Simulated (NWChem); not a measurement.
System: sulfur difluoride (SF2); SMILES FSF

Excerpt of the output:

```
             Northwest Computational Chemistry Package (NWChem) 7.3.0
             --------------------------------------------------------

 C2V symmetry detected

                             Geometry "geometry" -> ""
                             -------------------------

 Output coordinates in angstroms (scale by  1.889725989 to convert to a.u.)

  No.       Tag          Charge          X              Y              Z
 ---- ---------------- ---------- -------------- -------------- --------------
    1 F                    9.0000     1.22754200     0.00000000    -0.49155435
    2 S                   16.0000     0.00000000     0.00000000     0.55299865
    3 F                    9.0000    -1.22754200     0.00000000    -0.49155435

 Effective nuclear repulsion energy (a.u.)     112.0126537180

      Symmetry information
      --------------------

 Group name             C2v
 Group number             16
 Group order               4
 No. of unique centers     2

                                Z-matrix (autoz)
                                --------

 Units are Angstrom for bonds and degrees for angles

      Type          Name      I     J     K     L     M      Value
      ----------- --------  ----- ----- ----- ----- ----- ----------
    1 Stretch                  1     2                       1.61182
    2 Stretch                  2     3                       1.61182
    3 Bend                     1     2     3                99.20905

  xc_inp: hfexch multiplicative factor not found.

                           NWChem Geometry Optimization
                           ----------------------------

 maximum gradient threshold         (gmax) =   0.000450
 rms gradient threshold             (grms) =   0.000300
 maximum cartesian step threshold   (xmax) =   0.001800
 rms cartesian step threshold       (xrms) =   0.001200
 fixed trust radius                (trust) =   0.300000
 source of zmatrix                         =   autoz

          -------------------
          Energy Minimization
          -------------------

 Using diagonal initial Hessian
 Scaling for Hessian diagonals: bonds = 1.00  angles = 0.25  torsions = 0.10

          --------
          Step   0

                                 NWChem DFT Module
                                 -----------------

 Summary of "ao basis" -> "ao basis" (spherical)
 ------------------------------------------------------------------------------
       Tag                 Description            Shells   Functions and Types
 ---------------- ------------------------------  ------  ---------------------
 F                           6-31g*                  6       14   3s2p1d
 S                           6-31g*                  8       18   4s3p1d

      Symmetry analysis of basis
      --------------------------

        a1         19
        a2          5
        b1         14
        b2          8

            General Information
            -------------------
          SCF calculation type: DFT
          Wavefunction type:  closed shell.
          No. of atoms     :     3
          No. of electrons :    34
           Alpha electrons :    17
            Beta electrons :    17
          Charge           :     0
          Spin multiplicity:     1
          Use of symmetry is: on ; symmetry adaption is: on
          Maximum number of iterations: 150
          AO basis - number of functions:    46
                     number of shells:    20
          Convergence on energy requested:  1.00D-06
          Convergence on density requested:  1.00D-05
          Convergence on gradient requested:  5.00D-04

              XC Information
              --------------
                     Hartree-Fock (Exact) Exchange  1.000

      Superposition of Atomic Density Guess
      -------------------------------------

 Sum of atomic energies:        -596.20034500

      Non-variational initial energy
      ------------------------------

 Total energy =    -596.427908
 1-e energy   =   -1051.354394
 2-e energy   =     342.913832
 HOMO         =      -0.218784
 LUMO         =      -0.013655

      Symmetry analysis of molecular orbitals - initial
      -------------------------------------------------

  Numbering of irreducible representations:

     1 a1          2 a2          3 b1          4 b2

  Orbital symmetries:

     1 a1          2 a1          3 b1          4 a1          5 b1
     6 a1          7 b2          8 a1          9 b1         10 a1
    11 b1         12 a1         13 b2         14 a2         15 b1
    16 a1         17 b2         18 b1         19 a1         20 a1
    21 b2         22 a1         23 b1         24 a1         25 a2
    26 b2         27 a1

   convergence    iter        energy       DeltaE   RMS-Dens  Diis-err
 ---------------- ----- ----------------- --------- --------- ---------
 d= 0,ls=0.0,diis     1   -596.2512075967 -7.08D+02  1.29D-02  4.73D-01
 d= 0,ls=0.0,diis     2   -596.2956303983 -4.44D-02  3.95D-03  1.26D-01
 d= 0,ls=0.0,diis     3   -596.3066010140 -1.10D-02  9.20D-04  4.65D-03
 d= 0,ls=0.0,diis     4   -596.3071405128 -5.39D-04  4.16D-04  2.37D-04
 d= 0,ls=0.0,diis     5   -596.3072042834 -6.38D-05  1.33D-04  1.28D-05
  Resetting Diis
 d= 0,ls=0.0,diis     6   -596.3072097205 -5.44D-06  3.60D-05  8.58D-07
 d= 0,ls=0.0,diis     7   -596.3072100665 -3.46D-07  3.62D-06  2.20D-08

[...]

      ----------------------
      Optimization converged
      ----------------------

  Step       Energy      Delta E   Gmax     Grms     Xrms     Xmax
  ---- ---------------- -------- -------- -------- -------- --------
@    3    -596.30814090 -4.6D-08  0.00004  0.00002  0.00018  0.00036
                                     ok       ok       ok       ok

                                Z-matrix (autoz)
                                --------

 Units are Angstrom for bonds and degrees for angles

      Type          Name      I     J     K     L     M      Value     Gradient
      ----------- --------  ----- ----- ----- ----- ----- ---------- ----------
    1 Stretch                  1     2                       1.58761    0.00001
    2 Stretch                  2     3                       1.58761    0.00001
    3 Bend                     1     2     3                97.97985    0.00004

                         Geometry "geometry" -> "geometry"
                         ---------------------------------

 Output coordinates in angstroms (scale by  1.889725989 to convert to a.u.)

  No.       Tag          Charge          X              Y              Z
 ---- ---------------- ---------- -------------- -------------- --------------
    1 F                    9.0000     1.19800494     0.00000000    -0.49062995
    2 S                   16.0000     0.00000000     0.00000000     0.55114983
    3 F                    9.0000    -1.19800494     0.00000000    -0.49062995

 Effective nuclear repulsion energy (a.u.)     113.8844488861

      Symmetry information
      --------------------

 Group name             C2v
 Group number             16
 Group order               4
 No. of unique centers     2

                Final and change from initial internal coordinates
                --------------------------------------------------

                                Z-matrix (autoz)
                                --------

 Units are Angstrom for bonds and degrees for angles

      Type          Name      I     J     K     L     M      Value       Change
      ----------- --------  ----- ----- ----- ----- ----- ---------- ----------
    1 Stretch                  1     2                       1.58761   -0.02420
    2 Stretch                  2     3                       1.58761   -0.02420
    3 Bend                     1     2     3                97.97985   -1.22920

[...]

 Rotational Constants
 --------------------
 A=   0.894613 cm-1  (  1.287120 K)
 B=   0.309126 cm-1  (  0.444754 K)
 C=   0.229741 cm-1  (  0.330539 K)

 Temperature                      =   298.15K
 frequency scaling parameter      =   1.0000

 Zero-Point correction to Energy  =    3.209 kcal/mol  (  0.005113 au)
 Thermal correction to Energy     =    5.251 kcal/mol  (  0.008369 au)
 Thermal correction to Enthalpy   =    5.844 kcal/mol  (  0.009312 au)

 Total Entropy                    =   61.287 cal/mol-K
   - Translational                =   38.636 cal/mol-K (mol. weight =  69.9689)
   - Rotational                   =   21.369 cal/mol-K (symmetry #  =        2)
   - Vibrational                  =    1.282 cal/mol-K

 Cv (constant volume heat capacity) =    8.384 cal/mol-K
   - Translational                  =    2.979 cal/mol-K
   - Rotational                     =    2.979 cal/mol-K
   - Vibrational                    =    2.425 cal/mol-K

[normal modes left out]

 ----------------------------------------------------------------------------
 Normal Eigenvalue ||           Projected Infra Red Intensities
  Mode   [cm**-1]  || [atomic units] [(debye/angs)**2] [(KM/mol)] [arbitrary]
 ------ ---------- || -------------- ----------------- ---------- -----------
    1        0.000 ||    0.001375           0.032         1.341       0.467
    2        0.000 ||    0.003269           0.075         3.187       1.111
    3        0.000 ||    0.001375           0.032         1.341       0.467
    4        0.000 ||    0.000316           0.007         0.308       0.107
    5        0.000 ||    0.000613           0.014         0.598       0.208
    6        0.000 ||    0.000615           0.014         0.600       0.209
    7      380.423 ||    0.009536           0.220         9.296       3.241
    8      925.436 ||    0.153742           3.547       149.875      52.249
    9      939.645 ||    0.093983           2.168        91.619      31.940
 ----------------------------------------------------------------------------
```

Level: Hartree-Fock/6-31G* (spherical d). 

Q: Reconstruct the input file.

A: This is not unique; one that fits is the input that was run:
```
start job
memory heap 200 mb stack 900 mb global 1100 mb
geometry units angstroms
  F      1.227542     0.000000    -0.496096
  S      0.000000     0.000000     0.548457
  F     -1.227542     0.000000    -0.496096
end
basis spherical
  * library 6-31g*
end
dft
  xc hfexch
  iterations 150
end
driver
  maxiter 120
end
task dft optimize
task dft freq
```
